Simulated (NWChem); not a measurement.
C₃H₂N₂O; SMILES N#C/N=C/C=O

All runs: NWChem. Pople sets run with spherical d functions. Each level has its own optimisation; frequencies are unscaled. Brackets give each atom's bonded neighbours. One conformer.

```tsv
level	r C–N [C(NN)–N(C)] (Å)	r C–N [C(NN)–N(CC)] (Å)	r C–N [C(CHN)–N(CC)] (Å)	r C–C (Å)	highest harmonic frequency (cm⁻¹)	lowest (cm⁻¹)	zero-point energy (kcal/mol)	dipole (D)
Hartree-Fock/3-21G	1.142	1.343	1.261	1.488	3317	150	33.0	1.73
B3LYP/3-21G	1.173	1.338	1.288	1.488	3119	137	30.2	1.55
Hartree-Fock/6-31G*	1.137	1.348	1.258	1.498	3339	135	33.4	2.25
B3LYP/6-31G*	1.168	1.339	1.285	1.492	3133	124	30.4	1.86
```
